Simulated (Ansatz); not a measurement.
`FB[O][InH2]`. Total charge 0; spin multiplicity 1. In: def2 effective core potential.

```xyz
7

F    -0.938    1.151    0.394
B    -1.171   -0.179    0.706
O    -0.274   -1.043    0.298
In    1.202    0.001   -0.701
H    -2.171   -0.405    1.319
H     2.470    0.419    0.355
H     0.882    0.056   -2.372
```

Q: What are the harmonic wavenumbers in cm⁻¹ at PBE0-D4/def2-TZVP (Ansatz, finite differences of forces, unscaled)? (An estimate is asked.)

A: Ansatz gave: 70, 149, 216, 417, 435, 557, 570, 642, 903, 1009, 1094, 1453, 1882, 1896, 2658.

Q: Is this a minimum?

A: Yes, all 15 modes are real.

Q: Give the ideal-gas thermochemistry at 298.15 K and 1 bar (rigid rotor, harmonic oscillator; point group Cs, symmetry number 1).

A: Zero-point energy 83.5 kJ/mol; H(298) − E = 101.7 kJ/mol; entropy 333.1 J/(mol·K), of which translation 172.4, rotation 109.2, vibration 51.5; G(298) − E = 2.4 kJ/mol. Modes under 100 cm⁻¹ are hindered rotations or soft bends, so the harmonic entropy is rough.

Q: And at 400, 500, 600, 800 and 1000 K?

A: 
| T (K) | H − E (kJ/mol) | S (J/mol/K) | G − E (kJ/mol) |
| --- | --- | --- | --- |
| 400 | 111.3 | 360.6 | -33.0 |
| 500 | 121.8 | 384.1 | -70.2 |
| 600 | 133.2 | 404.8 | -109.7 |
| 800 | 157.9 | 440.3 | -194.3 |
| 1000 | 184.6 | 470.0 | -285.4 |
